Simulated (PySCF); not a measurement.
## Basis and Hamiltonian dependence of the ionisation energy of Ar²⁺

Ar²⁺ [Ne] 3s2 3p4 (3P) → Ar³⁺ [Ne] 3s2 3p3 (4S). All values are computed (PySCF 2.14, energy differences of UHF-based or UKS calculations, no spin-orbit coupling). Values in eV.

| basis | Hamiltonian | functions | UHF | r2SCAN | PBE0 | MP2 (valence) | CCSD(T) (valence) | CCSD(T) (valence and next inner shell) |
| --- | --- | --- | --- | --- | --- | --- | --- | --- |
| x2c-SVPall | spin-free X2C | 18 | 39.431 | n/a | n/a | 39.933 | 39.943 | n/a |
| cc-pVDZ-DK | spin-free X2C | 18 | 39.287 | n/a | n/a | 39.736 | 39.747 | n/a |
| cc-pV(D+d)Z | non-relativistic | 23 | 39.308 | n/a | n/a | 39.755 | 39.769 | n/a |
| Sapporo-DZP-2012 | spin-free X2C | 27 | 39.468 | n/a | 40.832 | 39.951 | 39.985 | n/a |
| aug-cc-pwCVDZ | non-relativistic | 36 | 39.314 | 40.607 | 40.678 | 39.834 | 39.861 | 39.871 |
| cc-pV(T+d)Z | non-relativistic | 39 | 39.390 | n/a | 40.724 | 40.181 | 40.318 | n/a |
| def2-TZVPPD | non-relativistic | 51 | 39.381 | 40.686 | 40.728 | 40.177 | 40.314 | 40.337 |
| aug-cc-pV(T+d)Z with one added diffuse shell each of s, p, d, f type | non-relativistic | 71 | 39.402 | 40.702 | 40.733 | 40.211 | 40.351 | n/a |
| dyall-av3z | spin-free X2C | 84 | 39.379 | 40.681 | 40.709 | 40.210 | 40.346 | n/a |
| dyall-av3z | non-relativistic | 84 | 39.387 | 40.687 | 40.718 | 40.215 | 40.350 | n/a |
| aug-cc-pVQZ-DK | spin-free X2C | 84 | 39.390 | 40.694 | 40.719 | 40.330 | 40.483 | n/a |
| aug-cc-pCVTZ-DK with one added diffuse shell each of s, p, d, f type | spin-free X2C | 91 | 39.388 | 40.694 | 40.728 | 40.215 | 40.356 | 40.397 |
| aug-cc-pV(Q+d)Z with one added diffuse shell each of s, p, d, f, g type | non-relativistic | 114 | 39.401 | 40.702 | 40.729 | 40.342 | n/a | n/a |

Problem. Estimate the row for def2-TZVP (non-relativistic, 37 functions).

Solution. From the rows with the same Hamiltonian and similar size; the calculation gives UHF 39.37; MP2 (valence) 40.15; CCSD(T) (valence) 40.29 (eV).

Frozen in the all-electron rows: valence: [Ne]; valence and next inner shell: 1s2.

Between the lowest levels the reference is 40.735 ± 0.012 eV (semi-empirical (NIST evaluation); NIST Atomic Spectra Database, ionization energies); it includes spin-orbit coupling, which these numbers lack.
